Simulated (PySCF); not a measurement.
Computed with PBE0 in PySCF with Na def2-TZVPD, I def2-TZVPD with ECP28; scalar-relativistic core potentials, no spin–orbit coupling; density-fitted integrals. Open shells, if any, are unrestricted.

**Question.** What shape and geometry does isolated singlet [NaI2]- take (every ligand bound to Na)?

**Answer.** Counting electrons, sodium keeps none of its valence electrons outside its bonds, so the VSEPR class is AX2 and the expected shape is linear (D∞h), as computed. The lowest minimum found is a singlet of D∞h symmetry with Na–I 2.868 Å (×2); I–Na–I 180.0°. Its harmonic wavenumbers are 75 (πu), 80 (σg+), 261 (σu+) cm⁻¹ and its dipole moment is 0.00 D about the centre of mass.

This need not be the most stable arrangement of these atoms. The lowest empty level of this anion is unbound, so it and the gap depend on the basis.
